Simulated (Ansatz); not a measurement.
A run for Ansatz (a program for electronic structure): R-B3LYP/def2-TZVPP on BFH3NO (SMILES NB(O)F), a point of a torsion scan.

Ansatz 0.2 input:
```yaml
crystal:
  periodic: [false, false, false]
  atoms:
    - {symbol: N, position_ang: [0.93988130, -0.19108675, -0.03997909]}
    - {symbol: B, position_ang: [-0.23443784, 0.57156385, -0.06923751]}
    - {symbol: O, position_ang: [-1.47076456, 0.11642028, -0.35434575]}
    - {symbol: F, position_ang: [-0.12760179, 1.87598761, 0.21139677]}
    - {symbol: H, position_ang: [1.82531255, 0.22489942, 0.18259227]}
    - {symbol: H, position_ang: [0.99462888, -1.17406334, -0.23038317]}
    - {symbol: H, position_ang: [-1.54095229, -0.81435056, -0.55347538]}
basis:
  gaussian:
    orbitals: def2-TZVPP
hamiltonian:
  xc: {name: B3LYP}
scf: {lower_state_search: off}
```

### Question
Predict the final total energy.

### Answer
-256.7603 hartree.
